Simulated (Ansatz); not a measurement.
Input file for Ansatz (a program for electronic structure): U-PBE/cc-pV(T+d)Z on CH4OSi (SMILES CO[SiH]), a point of a bond scan (R = 2.092 Å). Files ending in .json are basis or fitting sets from the Basis Set Exchange.

Ansatz 0.2 input:
```yaml
crystal:
  periodic: [false, false, false]
  atoms:
    - {symbol: Si, position_ang: [-0.40795220, -0.67898645, 0.91806636]}
    - {symbol: H, position_ang: [-1.62604065, -1.36675047, -0.63703672]}
    - {symbol: O, position_ang: [0.45056196, 0.41925112, 0.04651040]}
    - {symbol: C, position_ang: [0.38283843, 0.78205128, -1.32615327]}
    - {symbol: H, position_ang: [0.15320104, 1.84590433, -1.40103075]}
    - {symbol: H, position_ang: [1.35331237, 0.59928607, -1.78972690]}
    - {symbol: H, position_ang: [-0.38646891, 0.20274464, -1.84347312]}
basis:
  gaussian:
    orbitals: cc-pV_T+d_Z.json
hamiltonian:
  xc: {name: PBE}
magnetization: {spin_polarized: true, initial_magnetization: 0}
```

The log:

```
WARN ansatz: RAYON_NUM_THREADS=1 ignored (pool sized by the plan → 1); use --threads N
Functional definition: PBE
integrals: 0.06 GiB planned
869 factors; their error is unknown
mean field: 0.60 GiB planned
mean field evaluation 1: about -11011.2464 eV, gradient 4.3e1 eV
mean field evaluation 2: about -10937.9035 eV, gradient 1.3e2 eV
mean field evaluation 4: about -11018.2944 eV, gradient 1.3e1 eV
mean field evaluation 8: about -11019.0360 eV, gradient 7.9e-2 eV
mean field evaluation 16: about -11019.0185 eV, gradient 5.0e-5 eV
mean field -11019.01847792 eV, -404.9414601045 hartree, gradient 5.0e-5 eV, S^2 0.000000; 0 other end points of the search recorded, 0 dependent functions left out
reference -11019.01851136 eV, -404.9414613336 hartree; 16, 16 occupied and 139, 139 virtual orbitals, 869 factors
Total energy: -11019.01851136 eV, -404.9414613336 hartree
```

Self-consistency was reached.

Cost: about 3 core-seconds (a rough figure).
